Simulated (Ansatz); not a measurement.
Consider the redistribution: `FCBCl` + `[CH3][In]([NH2])[NH2]` → `CBCF` + `[NH2][In]([NH2])[Cl]`.

Calculated with Ansatz (gas phase, PBE0-D4/def2-TZVP geometries, no zero-point term in ΔE). CCSD(T)/CBS adds triple-zeta CCSD(T) − MP2 to the extrapolated MP2 energy (def2 sets, frozen cores). Elements past krypton have def2 core potentials. For In outer-core shells are correlated without core-valence functions, which leaves a few kJ/mol of doubt a bond. One conformer a species, not always the lowest.

| level | ΔE (eV) |
| --- | --- |
| MP2/def2-TZVPP | -0.44 |
| HF/CBS(def2) | -0.78 |

What does CCSD(T)/CBS give? (Estimate.)

Ansatz gave: -0.52 eV. The listed levels differ from it by 0.08, -0.26 eV.

Largest T1 diagnostic among the species: 0.014.

From PBE to PBE0 (25 % exact exchange), in def2-TZVPP and without D4, ΔE moves by −0.06 eV. In def2-TZVPP, CCSD(T) changes the Hartree–Fock value by +0.31 eV (the triples alone add +0.04 eV) and MP2 by +0.34 eV. Leaving LDA and LC-ωPBE aside and taking each functional with its dispersion term where it has one, the values, not all of them listed here, spread over 0.15 eV, from B97M-V to PBE-D4. LDA lies +0.06 eV from PBE without D4.
